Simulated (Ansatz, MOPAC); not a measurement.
System: GaF, net charge 0, singlet state. SMILES: [F][Ga]

Atoms: Ga1, F2. Bonds: Ga1-F2.

Bond lengths (Å) and angles (degrees) optimised at PM3 with MOPAC; PM7 with MOPAC; MNDO with MOPAC; PBE/6-31G* with LANL2DZ past Ar with Ansatz (a program for electronic structure); B3LYP/LANL2DZ with Ansatz; B3LYP/6-31G* with LANL2DZ past Ar with Ansatz, each started from the B3LYP-D3(BJ)/def2-TZVP structure (Ansatz) of the last column. A row stands for all coordinates that are equal there. 6-31G* holds six Cartesian d functions.

| coordinate | PM3 | PM7 | MNDO | PBE/6-31G* with LANL2DZ past Ar | B3LYP/LANL2DZ | B3LYP/6-31G* with LANL2DZ past Ar | B3LYP-D3(BJ)/def2-TZVP |
|---|---|---|---|---|---|---|---|
| Ga1-F2 | 1.783 | 1.777 | 1.768 | 1.730 | 1.772 | 1.711 | 1.800 |

Mean signed difference of all 1 bond lengths from B3LYP-D3(BJ)/def2-TZVP: PM3 -0.017 Å, PM7 -0.023 Å, MNDO -0.033 Å, PBE/6-31G* with LANL2DZ past Ar -0.071 Å, B3LYP/LANL2DZ -0.028 Å, B3LYP/6-31G* with LANL2DZ past Ar -0.089 Å.
